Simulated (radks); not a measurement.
All-electron atom: Ca11+ in [He] 2s2 2p(1/2: 2, 3/2: 3) (the NIST ground configuration).

Method: Dirac Kohn-Sham, relativistic LDA (MacDonald-Vosko exchange, VWN5 correlation), spin-unpolarised, spherical densities, finite nucleus; Fermi nuclear charge, rms radius 3.4776 fm; computed with a radial shooting solver on a logarithmic mesh with Libxc functionals.

Energy parts (eV):
total: -16860.126
kinetic: 16979.508
electron-nucleus: -37160.945
Hartree: 4017.110
exchange-correlation: -695.799

Orbitals (lengths in bohr, moments of r in powers of bohr):
| orbital | occ. | eigenvalue (eV) | <1/r> |
|---|---|---|---|
| 1s1/2 | 2 | -4260.275 | 19.69 |
| 2s1/2 | 2 | -699.8931 | 4.188 |
| 2p1/2 | 2 | -630.7361 | 4.130 |
| 2p3/2 | 3 | -626.6999 | 4.088 |

The highest occupied level is 2p3/2 at -626.70 eV. For comparison, the ionisation energy in NIST's Atomic Spectra Database is 658 eV (semi-empirical). In exact Kohn-Sham theory the highest level is minus the ionisation energy, but local and semilocal functionals leave it too shallow, through self-interaction and a potential that decays too fast; potentials with the right tail come closer. The electron density at the nucleus is 6083 e/bohr^3. The density falls to 0.001 e/bohr^3 at r = 1.13 bohr.

Beside tabulated values, note that spin-unpolarised runs miss the spin-polarisation part of the exchange energy of open shells.
